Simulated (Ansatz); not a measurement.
Molecule: C$_{5}$H$_{5}$S, charge 0, multiplicity 2. It need not be the lowest isomer of its formula. SMILES: Cc1c[c]cs1
Structure (B3LYP-D3(BJ)/def2-TZVP (Ansatz, a quantum-chemistry and plane-wave program) minimum search):
```
C
C 1 1.3700
H 2 1.0798 1 123.83
C 2 1.4103 3 125.61 1 -180.00
C 4 1.3410 2 117.98 3 180.00
H 5 1.0762 4 131.52 2 180.00
C 1 1.4946 2 128.01 3 0.00
H 7 1.0900 1 109.76 2 0.00
H 7 1.0922 8 107.98 1 121.95
H 7 1.0922 8 107.98 9 116.10
S 1 1.7352 2 110.95 3 -180.00
```
Charge 0, spin multiplicity 2.

Computed values are from Ansatz. Valence correlation only, unless marked. Open shells are spin-unrestricted. Spin-orbit coupling is left out. No relativistic terms. CBS(X,Y): correlation extrapolated as X^-3; Hartree-Fock from the larger set. The bracket is a focal-point correction in the basis named.

The UHF reference is spin-contaminated (<S^2> 0.37 over the pure value in the largest basis). 

### Question
What is the total energy at RI-MP2/CBS(cc-pV(T+d)Z,cc-pV(Q+d)Z)+[CCSD(T)-MP2]/cc-pV(T+d)Z?

### Answer
-590.9401 Eh.

### Question
What is the atomisation energy De at RI-MP2/CBS(cc-pV(T+d)Z,cc-pV(Q+d)Z)+[CCSD(T)-MP2]/cc-pV(T+d)Z?

### Answer
4744.7 kJ/mol.

### Question
What is the T1 diagnostic at CCSD/cc-pV(T+d)Z?

### Answer
0.039.

### Question
What is the dipole moment at wB97M-V/def2-TZVPD?

### Answer
1.19 D.
